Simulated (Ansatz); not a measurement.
Total energies of BH4OSSi (`[SiH3]O[B]S`) radical.

```xyz
8

Si   -1.233    0.850   -0.368
O    -0.238   -0.255    0.378
B     1.038   -0.574    0.155
S     1.925   -1.815    1.104
H    -2.552    0.726    0.289
H    -1.336    0.530   -1.812
H    -0.684    2.215   -0.183
H     3.081   -1.677    0.438
```

Total charge 0; spin multiplicity 2. The geometry is a stationary point of PBE0-D4/def2-TZVP. It is one conformer, not always the lowest. Basis def2-TZVPP, Ansatz.

RPA on PBE orbitals: Hartree–Fock energy of these orbitals -788.41582 Eh, correlation -1.05026 Eh (frozen core).

```csv
functional,energy without D4 (Eh),D4 term (kJ/mol)
LDA (SPW92),-786.88487,–
PBE,-789.81550,-16.2
revPBE,-790.09722,-48.0
BLYP,-790.23469,-35.7
r2SCAN,-790.16153,-3.9
B97M-V,-790.07861,–
PBE0,-789.88547,-13.7
B3LYP,-790.31398,-26.3
r2SCANh,-790.15319,-4.2
r2SCAN0,-790.14165,-4.7
HSE06 (plane-wave form),-789.86612,-12.9
BHLYP,-790.22099,-20.7
CAM-B3LYP,-790.24338,-14.1
LC-ωPBE,-789.99190,–
ωB97X-V,-790.12547,–
ωB97M-V,-790.18036,–
B2PLYP,-789.94492,–
PBE-QIDH,-789.70100,–
```

B3LYP takes the VWN-RPA correlation (the form of Gaussian; ORCA's B3LYP/G). HSE06 is the plane-wave form, built on full-range PBE exchange. The double hybrids freeze the cores in their second-order part.

LC-ωPBE has ω = 0.4 bohr⁻¹.
